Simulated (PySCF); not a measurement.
## H2BrS2Si, SMILES `S[Si](S)Br` (H–S–Si–Br torsion -179°, Br–Si–S–H torsion 178°) (charge 0, multiplicity 2)

The numbers are results of PBE-D3(BJ)/def2-TZVP (PySCF), not measurements.

| Quantity | Value |
|---|---|
| highest occupied spin orbital | -5.21 eV |
| dipole moment | 2.23 D |
| total energy | -3660.4755 Ha |
| cost | roughly 7 core-minutes |

```xyz
6

S      0.1889     1.7287    -0.7284
Si     0.5543    -0.0121     0.5011
S     -0.5826    -1.7915     0.0356
Br     2.6754    -0.5742     0.0505
H     -1.0795     1.8731    -0.2691
H     -1.7566    -1.2241     0.4103
```
Charge 0, spin multiplicity 2.
